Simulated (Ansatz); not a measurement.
Ansatz (an electronic-structure program) input for WOCl₃, SMILES [O]=[W]([Cl])([Cl])[Cl] (connectivity only; charge and spin as stated), neutral, multiplicity 2, CAM-B3LYP/def2-TZVPD. Coordinates come from a PBE0-D3(BJ)/def2-SVP optimisation. The multiplicity is an assumed one; other spin states were not compared. The def2 effective core potentials stand for the cores of W; spin–orbit coupling is left out.

Ansatz 0.2 input:
```yaml
crystal:
  periodic: [false, false, false]
  atoms:
    - {symbol: W, position_ang: [-0.07428133, -0.21662306, -0.00000000]}
    - {symbol: O, position_ang: [0.09173136, -1.88553757, -0.00000001]}
    - {symbol: Cl, position_ang: [-2.17475083, 0.65699110, 0.00000000]}
    - {symbol: Cl, position_ang: [1.22746271, 0.58663407, -1.68619313]}
    - {symbol: Cl, position_ang: [1.22746270, 0.58663406, 1.68619314]}
basis:
  gaussian:
    orbitals: def2-TZVPD
hamiltonian:
  xc: {name: CAM-B3LYP}
magnetization: {spin_polarized: true, initial_magnetization: 1}
```

Output:

```
WARN ansatz: RAYON_NUM_THREADS=2 ignored (pool sized by the plan → 2); use --threads N
Functional definition: CAM-B3LYP
integrals: 0.27 GiB planned
1465 factors; their error is unknown
integrals: 0.30 GiB planned
348 factors; integrals over basis functions are off by at most 3.7e-5 eV
mean field: 2.80 GiB planned
mean field evaluation 1: about -41438.2225 eV, gradient 5.1e1 eV
mean field evaluation 2: about -41346.8514 eV, gradient 1.6e2 eV
mean field evaluation 4: about -41447.3115 eV, gradient 5.1e0 eV
mean field evaluation 8: about -41447.4070 eV, gradient 1.8e-1 eV
mean field evaluation 16: about -41447.4857 eV, gradient 1.9e-3 eV
mean field -41447.48568694 eV, -1523.1670048802 hartree, gradient 2.8e-5 eV, S^2 0.754724; 1 other end points of the search recorded, 0 dependent functions left out
reference -41447.48584891 eV, -1523.1670108326 hartree; 37, 36 occupied and 184, 185 virtual orbitals, 1465 factors
Total energy: -41447.48584891 eV, -1523.1670108326 hartree
```

Self-consistency was reached.

Cost: very roughly 80 core-seconds.
